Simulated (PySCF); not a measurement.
Se(SH)(SiH3) (H4SSeSi), SMILES [SiH3][Se]S.

Geometry: r2SCAN-D4/def2-SVP. The values are those of a single conformer.

Computed with TDDFT-ωB97X/def2-SVPD in PySCF.

Vertical excitations. The molecule is in vacuum.

Problem. Estimate the UV-visible absorptions. (The exact figures need the calculation; the answer reports its results.)

Solution. 
```tsv
state	energy (eV)	λ (nm)	f	main pairs
S1	3.94	314	0.002	HOMO→LUMO 94 %
S2	4.17	298	0.005	HOMO−1→LUMO 94 %
S3	5.77	215	0.017	HOMO→LUMO+1 91 %
S4	6.13	202	0.001	HOMO−1→LUMO+1 44 %, HOMO−1→LUMO+2 33 %
S5	6.67	186	0.013	HOMO−2→LUMO 35 %, HOMO→LUMO+2 35 %, HOMO−3→LUMO 12 %
S6	6.74	184	0.025	HOMO→LUMO+2 38 %, HOMO−1→LUMO+1 17 %, HOMO−2→LUMO 11 %, HOMO−3→LUMO 10 %
S7	6.82	182	0.066	HOMO−1→LUMO+2 25 %, HOMO−1→LUMO+1 23 %, HOMO−2→LUMO 12 %, HOMO→LUMO+2 11 %
S8	7.46	166	0.204	HOMO−3→LUMO 46 %, HOMO−2→LUMO 23 %
S9	7.53	165	0.015	HOMO→LUMO+3 38 %, HOMO→LUMO+4 20 %, HOMO→LUMO+6 9 %, HOMO→LUMO+5 8 %
S10	7.64	162	0.002	HOMO→LUMO+4 34 %, HOMO→LUMO+7 13 %, HOMO→LUMO+3 13 %, HOMO→LUMO+8 12 %
T1	3.35	370	0	HOMO→LUMO 93 %
T2	3.58	347	0	HOMO−1→LUMO 93 %
T3	5.41	229	0	HOMO→LUMO+1 80 %
T4	5.50	225	0	HOMO−2→LUMO 73 %
```
Triplets are in the Tamm–Dancoff approximation, which puts them higher than full response would, so one can lie above its singlet here.
